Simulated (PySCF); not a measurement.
Spinor energies of Cd⁺ (cadmium, charge +1)

Start: [Kr] 4d10 5s1; 5s1/2 filled at m_j = +1/2. Calculated with PySCF 2.14 in x2c-TZVPall-2c with one added diffuse shell each of s, p, d type (9s10p8d1f, 86 functions): generalised Hartree-Fock with the X2C-1e Hamiltonian and a Gaussian nucleus; one run each with spin-orbit coupling (SO) switched off, then screened by Boettger's factors.

| spinor shell | electrons | ε, spin-free (eV) | ε, screened SO (eV) | weight of nominal j (screened SO) | rms radius, screened SO (bohr) |
| --- | --- | --- | --- | --- | --- |
| 1s1/2 | 2 | -26854.7 | -26852.6 | 1.000 | 0.0348 |
| 2s1/2 | 2 | -4082.5 | -4081.9 | 1.000 | 0.142 |
| 2p1/2 | 2 | -3656.9 | -3790.3 | 1.000 | 0.124 |
| 2p3/2 | 4 | -3656.9 | -3595.7 | 1.000 | 0.128 |
| 3s1/2 | 2 | -805.89 | -805.74 | 1.000 | 0.381 |
| 3p1/2 | 2 | -662.83 | -687.45 | 1.000 | 0.375 |
| 3p3/2 | 4 | -662.83 | -651.48 | 1.000 | 0.386 |
| 3d3/2 | 4 | -439.55 | -443.80 | 1.000 | 0.362 |
| 4s1/2 | 2 | -137.55 | -137.53 | 1.000 | 0.943 |
| 4p1/2 | 2 | -93.345 | -97.581 | 1.000 | 1.01 |
| 4p3/2 | 4 | -93.345 | -91.403 | 1.000 | 1.04 |
| 4d3/2 | 4 | -28.153 | -28.652 | 0.993 | 1.36 |
| 4d5/2 | 6 | -28.153 | -27.819 | 0.995 | 1.38 |
| 5s1/2 | 1 | -15.716 | -15.719 | 1.000 | 2.96 |

**Question.** Where does 3d5/2 lie, and what is the 3d spin-orbit splitting (screened SO)?

**Answer.** At -436.59 eV, 7.210 eV above 3d3/2.

```json
{"quantity": "E (hartree)", "spin-free": "-5590.50597", "screened SO": "-5591.63070"}
{"quantity": "M_J", "spin-free": "1/2", "screened SO": "1/2"}
{"quantity": "⟨J²⟩", "spin-free": "0.751", "screened SO": "0.751"}
{"quantity": "⟨L²⟩", "spin-free": "0.000", "screened SO": "0.016"}
{"quantity": "⟨S²⟩", "spin-free": "0.751", "screened SO": "0.767"}
```

Breit and QED terms are absent; they matter most for the inner s and p1/2 levels.

Densities and radii are taken from the X2C orbitals without a picture-change correction, which distorts them close to the nucleus.

Without spin-orbit coupling the j labels of p, d and f shells carry no meaning; the spin-free column gives the mean over the occupied spinors of each nl shell.
